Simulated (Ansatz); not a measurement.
Gas-phase electronic energies from Ansatz, PBE0-D4/def2-TZVP geometries. CCSD(T)/CBS is the MP2 limit (def2-TZVPP, def2-QZVPP) plus CCSD(T) − MP2 in def2-TZVPP, frozen cores. This one scheme is used for every species. Functionals use def2-TZVPP. B3LYP here is the variant with VWN-RPA as its local correlation; programs differ in this. For Mg outer-core shells are correlated without core-valence functions, which leaves a few kJ/mol of doubt a bond. One conformer a species, not always the lowest.

Reaction (ligand exchange at a Mg–F bond): `C[N](C)[Mg][F]` + H₂S → `C[N](C)[Mg][SH]` + H–F

```json
{"level": "revPBE-D4", "ΔE (kJ/mol)": "42.6", "difference from CCSD(T)/CBS": "1.7"}
{"level": "BLYP-D4", "ΔE (kJ/mol)": "53.9", "difference from CCSD(T)/CBS": "13.0"}
{"level": "r2SCAN-D4", "ΔE (kJ/mol)": "44.6", "difference from CCSD(T)/CBS": "3.7"}
{"level": "B97M-V", "ΔE (kJ/mol)": "46.0", "difference from CCSD(T)/CBS": "5.1"}
{"level": "r2SCAN0-D4", "ΔE (kJ/mol)": "40.1", "difference from CCSD(T)/CBS": "-0.8"}
{"level": "ωB97M-V", "ΔE (kJ/mol)": "45.9", "difference from CCSD(T)/CBS": "5.0"}
{"level": "B2PLYP", "ΔE (kJ/mol)": "49.7", "difference from CCSD(T)/CBS": "8.8"}
{"level": "PBE", "ΔE (kJ/mol)": "43.7", "difference from CCSD(T)/CBS": "2.8"}
{"level": "r2SCAN", "ΔE (kJ/mol)": "45.3", "difference from CCSD(T)/CBS": "4.4"}
{"level": "B3LYP", "ΔE (kJ/mol)": "52.6", "difference from CCSD(T)/CBS": "11.7"}
{"level": "BHLYP", "ΔE (kJ/mol)": "49.5", "difference from CCSD(T)/CBS": "8.6"}
{"level": "MP2/def2-SVP", "ΔE (kJ/mol)": "62.3", "difference from CCSD(T)/CBS": "21.4"}
{"level": "CCSD(T)/def2-SVP", "ΔE (kJ/mol)": "61.2", "difference from CCSD(T)/CBS": "20.3"}
{"level": "CCSD(T)/def2-TZVPP", "ΔE (kJ/mol)": "41.4", "difference from CCSD(T)/CBS": "0.5"}
{"level": "MP2/def2-QZVPP", "ΔE (kJ/mol)": "42.6", "difference from CCSD(T)/CBS": "1.7"}
{"level": "HF/CBS(def2)", "ΔE (kJ/mol)": "49.6", "difference from CCSD(T)/CBS": "8.7"}
{"level": "CCSD(T)/CBS", "ΔE (kJ/mol)": "40.9", "difference from CCSD(T)/CBS": "0"}
```

(1) What do rigid-rotor, harmonic-oscillator terms from PBE0-D4/def2-TZVP frequencies (298.15 K, 1 bar) make of the CCSD(T)/CBS value? (Best estimate.)

Largest T1 diagnostic among the species: 0.011.

## Answers

(1) Computed: ΔZPE = +2.7 kJ/mol, ΔH = +45.6 kJ/mol, ΔS = 5 J/(mol·K), ΔG = +44.0 kJ/mol.

Leaving LDA and LC-ωPBE aside and taking each functional with its dispersion term where it has one, the values, not all of them listed here, spread over 17.6 kJ/mol, from HSE06-D4 to BLYP-D4. LDA lies −5.7 kJ/mol from PBE without D4. The D4 term adds −3.2 kJ/mol with B3LYP and −1.9 kJ/mol with PBE0; it sums over pairs of atoms, weighted by their polarisabilities, and B3LYP, whose exchange is more repulsive, gets the larger term. From r2SCAN to r2SCAN0 (25 % exact exchange), in def2-TZVPP and without D4, ΔE moves by −4.3 kJ/mol.
